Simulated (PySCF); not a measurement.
Compound: C₅H₁₄PSi (charge +1).
Z-matrix (Å and degrees, PBE0-D3(BJ)/def2-SVP geometry), rows numbered from 1:
```
C 
C   1  1.3338
C   2  1.4998  1  123.93
P   3  1.8179  2  111.44  1  -108.25
C   4  1.7965  3  109.96  2    60.93
C   4  1.7911  3  112.18  2  -173.08
Si  6  1.9233  4  116.23  3    61.56
H   1  1.0926  2  120.86  3  -179.03
H   1  1.0949  2  122.11  3    -0.57
H   2  1.0962  1  119.76  3   179.23
H   3  1.1035  2  112.08  1   131.80
H   3  1.1033  2  112.06  1    10.94
H   4  1.4122  3  106.89  2   -55.16
H   5  1.1002  4  109.24  3    66.56
H   5  1.0994  4  109.94  3  -173.40
H   5  1.1000  4  109.15  3   -53.01
H   6  1.1039  4  107.67  3   -61.61
H   6  1.1037  4  107.39  3  -176.66
H   7  1.4842  6  106.79  4   175.28
H   7  1.4891  6  107.99  4   -64.22
H   7  1.4897  6  107.26  4    54.54
```

All values: PBE0/pcSseg-1 and CAM-B3LYP/def2-SVPD (PySCF, non-relativistic), on one gas-phase PBE0-D3(BJ)/def2-SVP geometry that isn't relaxed in the solvent. The solvent is an IEF-PCM continuum (cavity from Bondi-type radii × 1.2). Only the electrostatic response of the medium enters.

Gas phase at PBE0/pcSseg-1: HOMO -11.69 eV, LUMO -4.27 eV.

Problem. What does the continuum do to the energy and the frontier levels at PBE0/pcSseg-1 in tetrahydrofuran and acetone?

Solution. 
| solvent | ε | E(solvent) − E(gas) (kcal/mol) | polarisation term (kcal/mol) | distortion of the solute (kcal/mol) | HOMO (eV) | LUMO (eV) |
| --- | --- | --- | --- | --- | --- | --- |
| tetrahydrofuran | 7.426 | -46.61 | -47.95 | 1.34 | -8.39 | -0.88 |
| acetone | 20.49 | -51.63 | -53.48 | 1.85 | -8.07 | -0.55 |

Polarisation term: ½ Σ q·V over the induced surface charges. Distortion: the rise of the solute's own energy as its density leaves the gas-phase optimum. From tetrahydrofuran to acetone the lowering changes by a factor 1.11, Born's factor 1 − 1/ε by 1.10 and ε itself by 2.8.

Problem. Which radius a makes Born's formula ΔE = −(q²/2a)(1 − 1/ε) give the value in acetone?

Solution. a = q²(1 − 1/ε)/(2|ΔE|) = 3.06 Å, with q = +1 e and |ΔE| = 0.0823 Eh; the farthest nucleus lies 4.44 Å from the centroid of the nuclei. The formula assumes a point charge at the centre of a sphere.

Problem. Which Hirshfeld charges (PBE0/pcSseg-1) respond most in acetone (means over atoms taken as equivalent)?

Solution. 
```
      atoms                  environment  gas (e)  solvent (e)  change
         P4       phosphonium phosphorus   +0.466       +0.492  +0.026
         C1         terminal =CH2 carbon   -0.054       -0.078  -0.024
         H8             vinylic hydrogen   +0.076       +0.062  -0.014
        H13                 P–H hydrogen   +0.050       +0.063  +0.013
H19/H20/H21                Si–H hydrogen   -0.050       -0.060  -0.010
         C6  sp3 carbon bound to silicon   -0.175       -0.167  +0.008
```

Gas phase at CAM-B3LYP/def2-SVPD: HOMO -12.97 eV, LUMO -3.14 eV.

Problem. What does the continuum do to the energy and the frontier levels at CAM-B3LYP/def2-SVPD in acetone?

Solution. 
| solvent | ε | E(solvent) − E(gas) (kcal/mol) | polarisation term (kcal/mol) | distortion of the solute (kcal/mol) | HOMO (eV) | LUMO (eV) |
| --- | --- | --- | --- | --- | --- | --- |
| acetone | 20.49 | -51.62 | -53.80 | 2.18 | -9.35 | 0.56 |

Problem. How does the static polarisability (CAM-B3LYP/def2-SVPD, frozen core, with the continuum's full static response) change?

Solution. 
```csv
medium,isotropic (au),principal values (au),⟨r²⟩ of the electrons (bohr²)
gas,106.1,"87.2, 97.0, 134.2",1629.7
acetone,143.3,"125.5, 132.6, 171.9",1636.2
```

The isotropic value in acetone is 1.35 times the gas-phase one; no cavity-field correction is applied. ⟨r²⟩ is taken about the centre of nuclear charge.
